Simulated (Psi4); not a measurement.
Complex: H2O (SMILES O) (first 3 atoms) with HF (SMILES F); geometry from B3LYP-D3(BJ)/def2-TZVP, rigid monomers moved along the line of their centres of mass till O1···H5 is 3.04 Å.
(charge 0, multiplicity 1):
```tsv
atom	x (Å)	y (Å)	z (Å)
O	-0.0849	-0.2722	0.3220
H	0.7239	-0.7519	0.1114
H	-0.1109	0.4892	-0.2683
F	-0.3848	0.7044	4.1753
H	-0.3544	0.4471	3.2670
```

These are SAPT0/jun-cc-pV(D+d)Z in Psi4 values and carry that method's errors.

Which attractive term is largest, and how does the interaction split up?

electrostatics -2.93, exchange 0.08, induction -0.15, dispersion -0.10, total -3.09 kcal/mol; the largest attraction is electrostatics.
